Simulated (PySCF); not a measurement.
A PySCF script (with the pyscf-properties extension) for the NMR shieldings of C3H12BOP, on a GFN2-xTB geometry:

```python
import basis_set_exchange as bse
import numpy as np
from pyscf import gto, dft
from pyscf.prop import nmr

atoms = """
C    -2.188183   -0.760087   -0.001907
C    -1.319464    0.155866   -0.854937
O    -0.060133    0.364149   -0.249383
B     0.183791    1.357818    0.606164
C     1.631620    1.470966    1.237007
P     1.559408   -1.268353   -1.370280
H    -2.364805   -0.304561    0.970153
H    -3.141981   -0.931965   -0.493325
H    -1.690688   -1.715152    0.149200
H    -1.823463    1.117319   -1.005367
H    -1.126829   -0.302699   -1.831365
H    -0.671479    2.127558    0.885866
H     2.397243    1.104789    0.558183
H     1.883338    2.489336    1.520113
H     1.693546    0.867579    2.141909
H     2.086061   -1.286185   -0.091793
H     2.387828   -2.321635   -1.766284
H     0.555428   -2.158426   -1.022275
"""
names = dict.fromkeys(["C", "O", "B", "P", "H"], "pcSseg-1")
basis = {el: gto.basis.parse(bse.get_basis(n, elements=[el], fmt="nwchem")) for el, n in names.items()}
mol = gto.M(atom=atoms, basis=basis, charge=0, verbose=0)
mf = dft.RKS(mol, xc="PBE0")
mf.grids.level = 2
mf.grids.alignment = dft.numint.BLKSIZE   # the property module wants whole blocks of grid points
mf.conv_tol = 1e-9
mf.kernel()

calc = nmr.RKS(mf)   # GIAO
C = mf.mo_coeff
Co = C[:, mf.mo_occ > 0]
resp = mf.gen_response(singlet=True, hermi=2)
def vind(x):   # induced exchange potential for any number of trial vectors
    d = np.einsum("pi,xij,qj->xpq", C, 2 * x.reshape(-1, C.shape[1], Co.shape[1]), Co, optimize=True)
    return np.einsum("xpq,pi,qj->xij", resp(d - d.transpose(0, 2, 1)), C, Co, optimize=True).ravel()
mo1, _ = nmr.rhf.solve_mo1(calc, with_cphf=vind)
sigma = calc.kernel(mo1)
for i, s in enumerate(sigma):   # ppm
    w = np.linalg.eigvalsh((s + s.T) / 2)
    print("%2d %-2s iso %8.1f  s11 %8.1f  s22 %8.1f  s33 %8.1f" % (i, mol.atom_pure_symbol(i), w.mean(), *w))
```

Problem. Give the expected output.

Solution. 
```
 0 C  iso    165.8  s11    146.3  s22    164.6  s33    186.5
 1 C  iso    118.7  s11     89.1  s22    100.3  s33    166.8
 2 O  iso    102.6  s11    -96.0  s22     93.4  s33    310.2
 3 B  iso     50.3  s11      7.0  s22     49.1  s33     94.9
 4 C  iso    180.7  s11    165.8  s22    183.6  s33    192.9
 5 P  iso    598.0  s11    550.4  s22    615.3  s33    628.4
 6 H  iso     30.6  s11     26.9  s22     29.1  s33     35.8
 7 H  iso     30.7  s11     26.9  s22     27.3  s33     38.0
 8 H  iso     30.3  s11     26.0  s22     30.3  s33     34.5
 9 H  iso     27.8  s11     23.4  s22     27.6  s33     32.3
10 H  iso     27.3  s11     23.6  s22     28.3  s33     29.9
11 H  iso     26.1  s11     24.5  s22     25.9  s33     27.9
12 H  iso     30.9  s11     25.6  s22     31.5  s33     35.7
13 H  iso     31.1  s11     27.5  s22     28.3  s33     37.5
14 H  iso     31.5  s11     27.5  s22     30.0  s33     37.1
15 H  iso     30.0  s11     24.8  s22     28.9  s33     36.4
16 H  iso     30.2  s11     24.9  s22     26.0  s33     39.8
17 H  iso     30.3  s11     25.3  s22     29.5  s33     36.1
```

These numbers come from an equivalent density-fitted implementation of the same equations, which agrees with the script to about 0.01 ppm for H and up to a few tenths of a ppm for heavy atoms, so last digits may differ.

Size and cost of the density-fitted run: 169 basis functions, 21 s wall time on 1 thread of an Arm Neoverse V2, shared host; peak memory 0.76 GiB.
